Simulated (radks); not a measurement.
Values are calculated unless marked as measured or tabulated.
Q: Ionisation of neutral scandium, [Ar] 3d1 4s2, to Sc+, [Ar] 3d1 4s1, under several functionals. Dirac Kohn-Sham, spin-unpolarised, spherical densities, point nucleus; open shells fill j = l - 1/2 first; a radial shooting solver on a logarithmic mesh with Libxc functionals. The NIST Atomic Spectra Database gives 6.561 eV (measured). Rank these functionals by the error of their Delta-SCF ionisation energy: exchange-only B88; OLYP; PBE; HCTH/407; exchange-only LDA; exchange-only PBE; LDA (Slater exchange, Perdew-Wang correlation); RPBE; B86b exchange with PBE correlation.

A: From best to worst: OLYP 6.558 eV (-0.003); RPBE 6.817 eV (+0.256); exchange-only PBE 6.299 eV (-0.262); exchange-only B88 6.291 eV (-0.270); HCTH/407 6.852 eV (+0.290); PBE 6.895 eV (+0.334); B86b exchange with PBE correlation 6.923 eV (+0.361); exchange-only LDA 6.172 eV (-0.390); LDA (Slater exchange, Perdew-Wang correlation) 7.059 eV (+0.498). Spin polarisation and multiplet splitting are left out, so open shells lie too high by an amount that depends on their filling.

Beside tabulated values, note that spin-unpolarised runs miss the spin-polarisation part of the exchange energy of open shells.
